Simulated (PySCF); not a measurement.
C10H12, SMILES C=Cc1cccc(CC)c1, singlet at its GFN2-xTB optimised geometry (Å):

```
22

C     -2.6700    -1.9168     0.0036
C     -1.3562    -1.7269     0.0014
C     -0.6561    -0.4477     0.0000
C     -1.3155     0.7819    -0.0017
C     -0.5963     1.9608    -0.0033
C      0.7880     1.9395    -0.0039
C      1.4701     0.7295     0.0000
C      2.9715     0.6962    -0.0470
C      3.4589     0.6864    -1.4972
C      0.7389    -0.4477     0.0000
H     -3.3776    -1.1057     0.0050
H     -3.0920    -2.9073     0.0042
H     -0.7046    -2.5930     0.0001
H     -2.3936     0.8182    -0.0010
H     -1.1178     2.9073    -0.0035
H      1.3427     2.8671    -0.0037
H      3.3392    -0.1971     0.4626
H      3.3776     1.5721     0.4637
H      3.1091     1.5742    -2.0199
H      3.0769    -0.1887    -2.0183
H      4.5458     0.6666    -1.5345
H      1.2643    -1.3936     0.0028
```

Level of theory: PySCF with PBE0/def2-SVP. Cells within 0.4 Å of a nucleus heavier than hydrogen are left out (blank, or x).

Map of the deformation density (molecule minus spherical neutral atoms) (e/bohr³) on the plane z = 0.0 Å:

```
|2222222222222222222222222|
|2222222222222222222222222|
|2222222222222222222222222|
|2222222222222222222222222|
|2222222211111111122222222|
|2222222111211121112222222|
|2222222114931168211122222|
|22222211137x54x5111111222|
|2222221112xx8xx3111221122|
|2222211224931177112531122|
|222221187x51003x56xx11122|
|222221144x61004x45xx11122|
|2222111114933285112531122|
|2221111101xx9xx2111211122|
|2211142003833385111111222|
|221139533x610156111122222|
|221124xx9x511111112222222|
|222114x323941111122222222|
|2221276112421122222222222|
|2221112111111222222222222|
|2222111111112222222222222|
|2222222222222222222222222|
|2222222222222222222222222|
|2222222222222222222222222|
|2222222222222222222222222|
```
Scale: ten equal steps from -0.030 (start of '0') to 0.110 (end of '9'), in the order '0123456789'; x runs from -5.50 to 5.50, y from -5.50 (bottom) to 5.50 (top).
